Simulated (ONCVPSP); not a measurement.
Ce, ONCV: configuration errors across variants

cerium (Ce), optimised norm-conserving Vanderbilt (ONCV), made with ONCVPSP 4.0.1 (PBE, fully relativistic). Core [Kr] 4d10, reference 5s2 5p6 5d2 6s2. Waves: 5s+6s: rc 2.75 bohr, ncon 4, nbas 9, qcut 5.1 1/bohr, 2 projectors; 5p: rc 2.25 bohr, ncon 3, nbas 6, qcut 4.8 1/bohr, 3 projectors, debl 3.2 Ha; 5d: rc 2.25 bohr, ncon 3, nbas 6, qcut 4.2 1/bohr, local; f scattering state at 0.02 Ha: rc 2.85 bohr, ncon 4, nbas 7, qcut 3.4 1/bohr, 2 projectors, debl 3.9 Ha. Local part: the d channel. Core correction: Teter function, fcfact 3.5, rcfact 1.55.

Open shells are filled in proportion to 2j + 1.

In the f channel the program set the typed energies aside and used -0.413, 3.487 Ha (j = l + 1/2; the other j can differ).

All-electron excitation energies from the reference (eV): (1) 4f1 5s2 5p6 5d1 6s2 -4.753; (2) 4f1 5s2 5p6 5d1 6s1 1.318; (3) 4f1 5s2 5p6 5d1 6s0 12.397.

Tests that are not counted but printed errors over 1 eV. “base”: 4f1 5s2 5p6 5d0 6s2 (all-electron energy unsafe for a near-neutral lanthanide with less than one 5d electron, printed error +2.1 eV). “all radii but the core radius scaled by about 0.77 (s 2.12, p 1.74, d 1.74, f 2.20 bohr)”: 4f1 5s2 5p6 5d0 6s2 (all-electron energy unsafe for a near-neutral lanthanide with less than one 5d electron, printed error +1.8 eV). “all radii but the core radius scaled by about 0.83 (s 2.28, p 1.86, d 1.86, f 2.36 bohr)”: 4f1 5s2 5p6 5d0 6s2 (all-electron energy unsafe for a near-neutral lanthanide with less than one 5d electron, printed error +1.9 eV). “all radii but the core radius scaled by about 0.95 (s 2.60, p 2.14, d 2.14, f 2.70 bohr)”: 4f1 5s2 5p6 5d0 6s2 (all-electron energy unsafe for a near-neutral lanthanide with less than one 5d electron, printed error +2.1 eV). “all radii but the core radius scaled by about 1.03 (s 2.84, p 2.32, d 2.32, f 2.94 bohr)”: 4f1 5s2 5p6 5d0 6s2 (all-electron energy unsafe for a near-neutral lanthanide with less than one 5d electron, printed error +2.1 eV).

A true bound ghost makes a file unfit for plane-wave use even where its test errors are small: the radial tests pick states by their node count and pass the ghost by. Where a test does run into it, the solver fails or the error is huge.

Errors AE − PS in meV (a dash: test not solved or not reliable):

```tsv
change	(1)	(2)	(3)	bound ghosts	GHOST(+) flags above zero
base	+2324	+2318	+2283	none	f7/2, f5/2
all radii but the core radius scaled by about 0.77 (s 2.12, p 1.74, d 1.74, f 2.20 bohr)	+1766	+1750	+1720	none	none
all radii but the core radius scaled by about 0.83 (s 2.28, p 1.86, d 1.86, f 2.36 bohr)	+1940	+1924	+1894	f7/2, f5/2	none
all radii but the core radius scaled by about 0.95 (s 2.60, p 2.14, d 2.14, f 2.70 bohr)	+2237	+2231	+2201	f7/2, f5/2	f7/2, f5/2
all radii but the core radius scaled by about 1.03 (s 2.84, p 2.32, d 2.32, f 2.94 bohr)	+2362	+2359	+2318	none	f7/2, f5/2
all radii but the core radius scaled by about 1.08 (s 2.96, p 2.42, d 2.42, f 3.06 bohr)	+2408	+2405	+2357	none	f7/2, f5/2
all radii but the core radius scaled by about 1.14 (s 3.12, p 2.56, d 2.56, f 3.24 bohr)	+2454	+2452	+2384	none	s
all radii but the core radius scaled by about 1.21 (s 3.32, p 2.72, d 2.72, f 3.44 bohr)	+2495	+2487	+2395	none	s
all radii but the core radius scaled by about 1.25 (s 3.44, p 2.82, d 2.82, f 3.56 bohr)	+2514	+2503	+2389	none	s, f7/2, f5/2
all radii but the core radius scaled by about 1.33 (s 3.66, p 3.00, d 3.00, f 3.80 bohr)	+2544	+2522	+2370	f5/2	f7/2, f5/2
```

Give the same row for: all radii but the core radius scaled by about 0.88 (s 2.42, p 1.98, d 1.98, f 2.52 bohr).

+2095, +2084, +2054; bound ghosts: f7/2, f5/2; GHOST(+) flags above zero: f7/2, f5/2. Not counted: 4f1 5s2 5p6 5d0 6s2 (all-electron energy unsafe for a near-neutral lanthanide with less than one 5d electron, printed error +2.0 eV).
